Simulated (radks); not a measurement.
Values are calculated unless marked as measured or tabulated.
Q: Ru, 44 electrons, occupied as [Kr] 4d8 (not the ground configuration). Level of theory: scalar-relativistic Kohn-Sham, LDA (Slater exchange, Perdew-Wang correlation), spin-polarised, spherical densities, finite nucleus; open shells are filled with parallel spins first (spin-orbit coupling, left out, can overturn this in heavy ions); Fermi nuclear charge, rms radius 4.4809 fm (a radial shooting solver on a logarithmic mesh with Libxc functionals). Some entries of the table are withheld. Estimate them.

orbital  occ.  eigenvalue (eV)  <r> (bohr)
1s up       1        -21904.88     0.03347
1s down     1        -21904.88     0.03347
2s up       1        -3147.850      0.1458
2s down     1        -3147.612      0.1458
2p up       3        -2821.049      0.1270
2p down     3        -2820.862      0.1270
3s up       1        -551.4442      0.4035
3s down     1        -551.2748      0.4034
3p up       3        -444.0512      0.4036
3p down     3        -443.8668      0.4036
3d up       5        -270.6552      0.3845
3d down     5        -270.4086      0.3844
4s up       1         -74.1800       1.021
4s down     1         -73.0975       1.019
4p up       3         -44.4024         (1)
4p down     3         -43.2672         (2)
4d up       5          -3.8474       1.794
4d down     3          -2.8135       1.867

A: 
(1) 4p up <r> (bohr): 1.133
(2) 4p down <r> (bohr): 1.132
